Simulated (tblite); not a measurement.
C6H8O2Si2.
Atom-mapped SMILES: `[CH:1]#[C:2][Si@H:3]1[CH:4]=[C:5]([C:6]([CH3:7])=[O:8])[SiH2:9][O:10]1` (hydrogens: H11 on C1; H12 on Si3; H13 on C4; H14, H15, H16 on C7; H17, H18 on Si9)

Computed with GFN2-xTB (tblite), gas phase: L-BFGS steps from a force-field or distance-geometry start until the largest atomic force falls under 0.01 eV/Å.

Step 11: E = -775.3555 eV
```
atom  x, y, z in Å  |  force x, y, z in eV/Å
C1      4.0257    0.5053   -1.1312    0.010  -0.025  -0.006
C2      3.1685    0.2857   -0.3174   -0.030   0.000  -0.027
Si3     1.8231    0.0767    0.9345    0.017   0.061  -0.012
C4      0.1690    0.7057    0.2571    0.007  -0.010   0.042
C5     -0.7500   -0.2663    0.1825    0.037  -0.036   0.016
C6     -2.1368   -0.1478   -0.2741    0.052  -0.013   0.021
C7     -2.6209    1.2028   -0.7396   -0.021  -0.031  -0.005
O8     -2.8456   -1.1348   -0.2631   -0.070   0.047  -0.030
Si9    -0.1462   -1.9757    0.7483    0.001  -0.007  -0.012
O10     1.3904   -1.4913    1.1189    0.019   0.036   0.012
H11     4.7824    0.6722   -1.8449   -0.020  -0.012   0.028
H12     2.1739    0.6474    2.2304    0.008  -0.062   0.036
H13    -0.0391    1.7294   -0.0200    0.024   0.003  -0.019
H14    -2.5407    1.9256    0.0709   -0.017  -0.036  -0.006
H15    -2.0044    1.5502   -1.5665   -0.016  -0.019  -0.001
H16    -3.6553    1.1256   -1.0605   -0.045   0.038  -0.017
H17    -0.7616   -2.4456    1.9834    0.032   0.041  -0.022
H18    -0.0412   -2.9588   -0.3203    0.012   0.027   0.002
```

Step 12: E = -775.3564 eV
```
atom  x, y, z in Å  |  force x, y, z in eV/Å
C1      4.0253    0.5038   -1.1308    0.049  -0.012  -0.044
C2      3.1672    0.2842   -0.3185   -0.059  -0.003   0.010
Si3     1.8232    0.0784    0.9355   -0.007   0.031  -0.031
C4      0.1684    0.7079    0.2575    0.007  -0.031   0.040
C5     -0.7482   -0.2671    0.1830   -0.010   0.001  -0.001
C6     -2.1362   -0.1485   -0.2736    0.038   0.000   0.003
C7     -2.6214    1.2020   -0.7399   -0.014  -0.026   0.000
O8     -2.8476   -1.1335   -0.2639   -0.041   0.033  -0.015
Si9    -0.1449   -1.9771    0.7482    0.003   0.034  -0.016
O10     1.3900   -1.4908    1.1187    0.047   0.060   0.016
H11     4.7822    0.6721   -1.8442   -0.026  -0.017   0.033
H12     2.1751    0.6439    2.2324    0.011  -0.053   0.045
H13    -0.0401    1.7320   -0.0223    0.026  -0.038  -0.004
H14    -2.5413    1.9244    0.0706   -0.014  -0.026   0.000
H15    -2.0048    1.5495   -1.5665   -0.015  -0.016  -0.005
H16    -3.6564    1.1269   -1.0607   -0.027   0.024  -0.013
H17    -0.7596   -2.4437    1.9836    0.020   0.028  -0.006
H18    -0.0396   -2.9580   -0.3208    0.011   0.010  -0.012
```

Step 13: E = -775.3572 eV
```
atom  x, y, z in Å  |  force x, y, z in eV/Å
C1      4.0249    0.5021   -1.1304    0.048  -0.006  -0.046
C2      3.1654    0.2830   -0.3198   -0.059   0.001   0.018
Si3     1.8233    0.0804    0.9359   -0.017   0.009  -0.023
C4      0.1681    0.7093    0.2585    0.001  -0.034   0.027
C5     -0.7467   -0.2679    0.1833   -0.048   0.029  -0.014
C6     -2.1352   -0.1491   -0.2731   -0.002   0.012  -0.020
C7     -2.6221    1.2009   -0.7402   -0.007  -0.008  -0.001
O8     -2.8499   -1.1318   -0.2648   -0.009   0.012   0.001
Si9    -0.1437   -1.9776    0.7479    0.021   0.057  -0.012
O10     1.3903   -1.4892    1.1187    0.053   0.057   0.016
H11     4.7816    0.6718   -1.8431   -0.013  -0.019   0.020
H12     2.1765    0.6396    2.2348    0.013  -0.044   0.044
H13    -0.0406    1.7333   -0.0242    0.025  -0.061   0.009
H14    -2.5421    1.9228    0.0704   -0.011  -0.014   0.007
H15    -2.0054    1.5486   -1.5665   -0.013  -0.012  -0.009
H16    -3.6579    1.1285   -1.0612   -0.003   0.006  -0.004
H17    -0.7574   -2.4415    1.9835    0.009   0.017   0.009
H18    -0.0379   -2.9569   -0.3213    0.011  -0.002  -0.023
```

Step 14: E = -775.3579 eV
```
atom  x, y, z in Å  |  force x, y, z in eV/Å
C1      4.0247    0.5002   -1.1302    0.021  -0.006  -0.023
C2      3.1633    0.2819   -0.3212   -0.037   0.013   0.005
Si3     1.8231    0.0828    0.9359   -0.014  -0.002   0.003
C4      0.1676    0.7100    0.2600   -0.008  -0.027   0.009
C5     -0.7461   -0.2681    0.1834   -0.063   0.037  -0.018
C6     -2.1346   -0.1493   -0.2732   -0.043   0.019  -0.035
C7     -2.6229    1.1999   -0.7405   -0.003   0.016  -0.005
O8     -2.8520   -1.1300   -0.2655    0.016  -0.012   0.013
Si9    -0.1421   -1.9769    0.7473    0.037   0.054  -0.004
O10     1.3912   -1.4867    1.1189    0.038   0.033   0.012
H11     4.7811    0.6711   -1.8418    0.008  -0.019  -0.001
H12     2.1780    0.6346    2.2378    0.012  -0.036   0.034
H13    -0.0407    1.7332   -0.0259    0.021  -0.059   0.016
H14    -2.5429    1.9211    0.0703   -0.007  -0.002   0.013
H15    -2.0062    1.5476   -1.5667   -0.009  -0.006  -0.013
H16    -3.6592    1.1300   -1.0617    0.014  -0.010   0.002
H17    -0.7550   -2.4391    1.9836    0.005   0.011   0.014
H18    -0.0360   -2.9559   -0.3221    0.011  -0.002  -0.022
```

Q: Estimate the geometry and energy of step 15. (The exact step hangs on the optimiser's Hessian estimate; all steps are aligned on step 14, rigid shifts and turns removed.)

A: E = -775.3586 eV, largest force 0.078 eV/Å
```
atom  x, y, z in Å  |  force x, y, z in eV/Å
C1      4.0244    0.4981   -1.1301   -0.013  -0.008   0.006
C2      3.1607    0.2811   -0.3229   -0.007   0.027  -0.015
Si3     1.8227    0.0853    0.9362   -0.002  -0.003   0.030
C4      0.1670    0.7103    0.2615   -0.015  -0.017  -0.007
C5     -0.7465   -0.2677    0.1832   -0.055   0.025  -0.014
C6     -2.1347   -0.1492   -0.2739   -0.067   0.016  -0.037
C7     -2.6237    1.1992   -0.7409   -0.003   0.035  -0.010
O8     -2.8539   -1.1285   -0.2660    0.028  -0.033   0.019
Si9    -0.1399   -1.9752    0.7467    0.039   0.031   0.003
O10     1.3929   -1.4839    1.1193    0.013  -0.002   0.007
H11     4.7807    0.6701   -1.8405    0.027  -0.019  -0.018
H12     2.1797    0.6289    2.2414    0.010  -0.026   0.020
H13    -0.0404    1.7322   -0.0274    0.013  -0.037   0.018
H14    -2.5439    1.9193    0.0704   -0.002   0.010   0.015
H15    -2.0072    1.5464   -1.5671   -0.005   0.004  -0.017
H16    -3.6604    1.1313   -1.0622    0.019  -0.022   0.004
H17    -0.7524   -2.4364    1.9839    0.008   0.010   0.007
H18    -0.0339   -2.9549   -0.3233    0.012   0.009  -0.010
```

The energy changes by -0.0007 eV. The first-order estimate −F·Δx gives -0.0009 eV and the mean of the old and new forces, exact on a quadratic surface, -0.0007 eV. The step makes an angle of 62° with the force vector and moves no atom by more than 0.007 Å.

The cost below is that of the whole relaxation. Hardware: one thread of an Arm Neoverse V2, shared host with 96 logical CPUs at a one-minute load of 54. Cost: 0.51 s of wall time.
